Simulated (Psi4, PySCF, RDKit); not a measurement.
Relaxed torsion scan: C5H14Si2, SMILES C=C[SiH2][Si](C)(C)C. Scanned: dihedral C1–C2–Si3–Si4; all other coordinates were relaxed at GFN2-xTB. Points at φ and −φ are mirror images. Heavy atoms are numbered in the order of the SMILES C=C[SiH2][Si](C)(C)C, hydrogens after them in the order of the atoms that carry them; the mirror image has the same energies with the sign of each dihedral reversed.

- UFF // GFN2-xTB (RDKit)
- RHF/LANL2DZ = PySCF 2.14.0 with restricted Hartree-Fock/LANL2DZ, with its core potentials past Ne // GFN2-xTB
- RKS-B3LYP/6-31G* = restricted B3LYP/6-31G*, spherical d, density fitting // GFN2-xTB (PySCF 2.14.0)
- PBE-D3(BJ)/def2-SVP // GFN2-xTB (Psi4)

Energies relative to the lowest point of each profile, in kJ/mol; the last columns give the difference from PBE-D3(BJ):

| φ / ° | UFF | RHF/LANL2DZ | RKS-B3LYP/6-31G* | PBE-D3(BJ)/def2-SVP | UFF − PBE-D3(BJ)/def2-SVP | RHF/LANL2DZ − PBE-D3(BJ)/def2-SVP | RKS-B3LYP/6-31G* − PBE-D3(BJ)/def2-SVP |
|---|---|---|---|---|---|---|---|
| -165 | 2.50 | 6.54 | 7.52 | 7.78 | -5.29 | -1.25 | -0.27 |
| -150 | 5.18 | 3.92 | 4.58 | 4.98 | 0.20 | -1.06 | -0.40 |
| -135 | 5.49 | 1.42 | 1.79 | 2.25 | 3.25 | -0.82 | -0.46 |
| -120 | 5.01 | 0.03 | 0.18 | 0.51 | 4.50 | -0.48 | -0.34 |
| -105 | 4.69 | 0.00 | 0.00 | 0.00 | 4.69 | 0.00 | 0.00 |
| -90 | 3.66 | 1.36 | 1.27 | 0.76 | 2.90 | 0.61 | 0.52 |
| -75 | 0.89 | 3.39 | 3.25 | 2.17 | -1.28 | 1.22 | 1.08 |
| -60 | 0.00 | 6.25 | 5.90 | 4.45 | -4.45 | 1.80 | 1.46 |
| -45 | 2.25 | 6.94 | 6.25 | 4.26 | -2.01 | 2.68 | 1.99 |
| -30 | 5.76 | 6.36 | 5.43 | 3.02 | 2.74 | 3.34 | 2.41 |
| -15 | 7.21 | 5.27 | 4.21 | 1.75 | 5.46 | 3.53 | 2.46 |
| 0 | 7.38 | 4.80 | 3.73 | 1.28 | 6.10 | 3.52 | 2.45 |
| 15 | 7.21 | 5.27 | 4.21 | 1.75 | 5.46 | 3.53 | 2.46 |
| 30 | 5.76 | 6.36 | 5.43 | 3.02 | 2.74 | 3.34 | 2.41 |
| 45 | 2.25 | 6.94 | 6.25 | 4.26 | -2.01 | 2.68 | 1.99 |
| 60 | 0.00 | 6.25 | 5.90 | 4.45 | -4.45 | 1.80 | 1.46 |
| 75 | 0.89 | 3.39 | 3.25 | 2.17 | -1.28 | 1.22 | 1.08 |
| 90 | 3.66 | 1.36 | 1.27 | 0.76 | 2.90 | 0.61 | 0.52 |
| 105 | 4.69 | 0.00 | 0.00 | 0.00 | 4.69 | 0.00 | 0.00 |
| 120 | 5.01 | 0.03 | 0.18 | 0.51 | 4.50 | -0.48 | -0.34 |
| 135 | 5.49 | 1.42 | 1.79 | 2.25 | 3.25 | -0.82 | -0.46 |
| 150 | 5.18 | 3.92 | 4.58 | 4.98 | 0.20 | -1.06 | -0.40 |
| 165 | 2.50 | 6.54 | 7.52 | 7.78 | -5.29 | -1.25 | -0.27 |
| 180 | 0.33 | 7.67 | 8.81 | 9.01 | -8.68 | -1.34 | -0.20 |

UFF is furthest from PBE-D3(BJ)/def2-SVP at 180 (-8.68 kJ/mol, below); its mean absolute difference over the points is 3.68 kJ/mol.

RHF/LANL2DZ is furthest from PBE-D3(BJ)/def2-SVP at -15 (3.53 kJ/mol, above); its mean absolute difference over the points is 1.60 kJ/mol.

RKS-B3LYP/6-31G* is furthest from PBE-D3(BJ)/def2-SVP at -15 (2.46 kJ/mol, above); its mean absolute difference over the points is 1.06 kJ/mol.
